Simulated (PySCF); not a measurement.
**Peak assignment**

Molfile (atoms numbered from 1):
```
C4H5BF3NO
     RDKit          3D

 15 14  0  0  0  0  0  0  0  0999 V2000
    3.3732    0.5694    0.3008 B   0  0  0  0  0  0  0  0  0  0  0  0
    1.9436    0.0359    0.3062 N   0  0  0  0  0  0  0  0  0  0  0  0
    0.8689   -0.3736    0.3194 C   0  0  0  0  0  0  0  0  0  0  0  0
   -0.4816   -0.8914    0.3354 C   0  0  0  0  0  0  0  0  0  0  0  0
   -1.4455   -0.0534   -0.4935 C   0  0  0  0  0  0  0  0  0  0  0  0
   -1.1580    0.9380   -1.0879 O   0  0  0  0  0  0  0  0  0  0  0  0
   -2.8898   -0.6007   -0.4932 C   0  0  0  0  0  0  0  0  0  0  0  0
   -3.6779    0.1309   -1.2430 F   0  0  0  0  0  0  0  0  0  0  0  0
   -3.3520   -0.6115    0.7590 F   0  0  0  0  0  0  0  0  0  0  0  0
   -2.8907   -1.8571   -0.9421 F   0  0  0  0  0  0  0  0  0  0  0  0
    3.6825    0.6913    1.4782 H   0  0  0  0  0  0  0  0  0  0  0  0
    3.3256    1.6363   -0.2939 H   0  0  0  0  0  0  0  0  0  0  0  0
    4.0382   -0.2749   -0.2836 H   0  0  0  0  0  0  0  0  0  0  0  0
   -0.4964   -1.9303   -0.0373 H   0  0  0  0  0  0  0  0  0  0  0  0
   -0.8578   -0.9347    1.3728 H   0  0  0  0  0  0  0  0  0  0  0  0
  1  2  1  0
  2  3  3  0
  3  4  1  0
  4  5  1  0
  5  6  2  0
  5  7  1  0
  7  8  1  0
  7  9  1  0
  7 10  1  0
  1 11  1  0
  1 12  1  0
  1 13  1  0
  4 14  1  0
  4 15  1  0
M  CHG  2   1  -1   2   1
M  END
```

[PySCF 2.14.0 with density-fitted response routines: structure optimised with PBE0-D3(BJ)/def2-SVP; spin–spin couplings from B3LYP/pcJ-1 (spin–dipole term only in couplings to heteroatoms); GIAO PBE0/pcSseg-1 shieldings; non-relativistic Hamiltonian; no solvent; equivalent nuclei averaged; one computed conformer]

Chemical shifts δ = σref − σ; 13C and 1H vs TMS, all at this level.

Problem. Assign these signals to the numbered atoms. 13C{1H} NMR (computed): δ 186.2 (C, q, J = 42.2 Hz), 119.8 (C, q, J = 357.5 Hz), 107.7 (C), 27.6 (CH2).

Solution. 
186.2 → C5, ketone carbonyl carbon: low-lying n→π* states of the double bond to the heteroatom give a large paramagnetic term (-252 ppm)
119.8 → C7, CF3 carbon: 3 electronegative neighbours deshield it
107.7 → C3, nitrilium-type carbon
27.6 → C4, sp3 CH2 α to a carbonyl: the adjacent C=O deshields it moderately

Problem. Assign these signals to the numbered atoms. 1H NMR (600 MHz, computed): δ 3.88 (q, J = 6.1 Hz, 2H), 2.28 (br, 3H).

Solution. 
3.88 → H14/H15, hydrogen on an sp3 CH2 α to a carbonyl
2.28 → H11/H12/H13, hydrogen on a boron bonded to N

Hydrogens on boron are broadened and split by 11B (spin 3/2, 80 %) and 10B (spin 3). C–F couplings over four or more bonds (about 3 Hz to the para carbon of a fluoroarene) are left out. Common functionals overestimate the size of one-bond C–F couplings by tens of Hz; these are unscaled. Multiplet labels drop couplings under 1 Hz and merge nearly equal ones. Shifts are as computed. Against solution values, carbons near 30 ppm lie about +2 ppm off and those near 130 ppm about +5 ppm. Of 1313 compounds with measured shifts, 239 miss one by over three times the rms of a fit or turn the order of signals round; such compounds aren't used in these exercises.
